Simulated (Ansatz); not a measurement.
## An input for C2H9NSi (SMILES CN(C)[SiH3])

C2H9NSi has 13 atoms, charge 0, and is taken as a singlet. SMILES: `CN(C)[SiH3]`. The coordinates come from a PBE0-D4/def2-TZVP relaxation.

```xyz
13

C    -0.8534    1.0515   -0.5674
N    -0.0643    0.1014    0.1769
C     1.2573    0.5768    0.5037
Si   -0.4044   -1.5804    0.1019
H    -0.4161    1.2925   -1.5485
H    -0.9475    1.9915   -0.0094
H    -1.8607    0.6637   -0.7354
H     1.1974    1.5091    1.0790
H     1.8701    0.7783   -0.3884
H     1.7871   -0.1567    1.1157
H     0.0687   -2.2753   -1.1371
H    -1.8797   -1.7523    0.1670
H     0.2656   -2.2347    1.2567
```

Settings wanted:

```
basis set         : 6-31G*
core potential    : none
task              : energy
method            : DFT
functional        : BHLYP
reference         : RKS
relativity        : none
accuracy          : high
start density     : atoms
d and f functions : spherical
```

Task: Write the Ansatz 0.2.0 input and the command.

Result: This one ran through:

run.yaml:
```yaml
crystal:
  periodic: [false, false, false]
  atoms:
    - {symbol: C, position_ang: [-0.853400, 1.051500, -0.567400]}
    - {symbol: "N", position_ang: [-0.064300, 0.101400, 0.176900]}
    - {symbol: C, position_ang: [1.257300, 0.576800, 0.503700]}
    - {symbol: Si, position_ang: [-0.404400, -1.580400, 0.101900]}
    - {symbol: H, position_ang: [-0.416100, 1.292500, -1.548500]}
    - {symbol: H, position_ang: [-0.947500, 1.991500, -0.009400]}
    - {symbol: H, position_ang: [-1.860700, 0.663700, -0.735400]}
    - {symbol: H, position_ang: [1.197400, 1.509100, 1.079000]}
    - {symbol: H, position_ang: [1.870100, 0.778300, -0.388400]}
    - {symbol: H, position_ang: [1.787100, -0.156700, 1.115700]}
    - {symbol: H, position_ang: [0.068700, -2.275300, -1.137100]}
    - {symbol: H, position_ang: [-1.879700, -1.752300, 0.167000]}
    - {symbol: H, position_ang: [0.265600, -2.234700, 1.256700]}
basis:
  gaussian: {orbitals: 6-31G_st_-spherical.json}
hamiltonian: {xc: {name: BHLYP}}
accuracy: high
output: {orbitals: {seedname: orbitals}}
```

```bash
$ ansatz run run.yaml --threads 1 --pin off --max-ram 3480MiB --events-out events.jsonl --progress --plain --runs-dir runs
```

(Basis files named in the input come from the Basis Set Exchange and aren't shown.)

Calculated total energy: -425.75799 Eh.
